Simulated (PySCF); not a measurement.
HfCl₂I₂, SMILES [Cl][Hf]([Cl])([I])[I], multiplicity 1. The structure is a stationary point at PBE0-D3(BJ)/def2-SVP. The spin state was assumed, not searched. The structure was generated by enumeration; whether it is a known compound was not checked. The def2 effective core potentials stand for the cores of Hf, I; spin–orbit coupling is left out.

### Question
Give the equilibrium geometry at PBE0-D3(BJ)/def2-SVP (PySCF confirms it by a frequency run) as bond lengths and angles, and its point group. (An estimate is asked for; the answer gives what the named calculation found.)

### Answer
point group C2v.
Atoms: Hf1 Cl2 Cl3 I4 I5. Bonded distances (Å): Hf1–Cl2 2.323, Hf1–Cl3 2.323, Hf1–I4 2.684, Hf1–I5 2.684. Angles (°): Cl2–Hf1–Cl3 109.9, Cl2–Hf1–I4 109.4, Cl2–Hf1–I5 109.4, Cl3–Hf1–I4 109.4, Cl3–Hf1–I5 109.4, I4–Hf1–I5 109.3.
Charge 0, spin multiplicity 1.
